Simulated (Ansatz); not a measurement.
Frontier orbitals of FH5O2SiSn (`O[SiH](F)[O][SnH3]`).

Cartesian coordinates in Å:
```
O 0.905 1.506 0.444
Si 1.337 0.196 -0.439
F 1.391 0.640 -1.973
O 0.240 -0.941 -0.192
Sn -1.642 -0.862 0.408
H 1.303 2.352 0.236
H 2.688 -0.291 -0.111
H -1.594 -0.559 2.081
H -2.225 -2.413 0.027
H -2.403 0.373 -0.480
```

The species carries charge 0 and has multiplicity 1. Correlated methods include outer-core shells of Sn, which these sets cover unevenly. Sn takes the def2 core potential. All single points use the PBE0-D4/def2-TZVP geometry. It is one conformer, not always the lowest. Basis def2-TZVPP, Ansatz.

Orbital energies of one run (eV). Highest occupied ones, from the top: -7.27, -7.58, -7.64, -8.22, -8.49, -8.72, -9.16, -9.93, -10.41, -10.61, -12.02, -13.17, -13.98, -23.35. Empty: -1.34, -0.78, 0.00, 0.43, 0.70, 1.12.

**Question.** Which functional gave them?
A. B3LYP
B. CAM-B3LYP
C. r2SCAN
D. BLYP

**Answer.** D. HOMO energies: BLYP -7.27, B3LYP -8.63, CAM-B3LYP -10.26, r2SCAN -7.74 eV.

B3LYP here is the variant with VWN-RPA as its local correlation; programs differ in this.
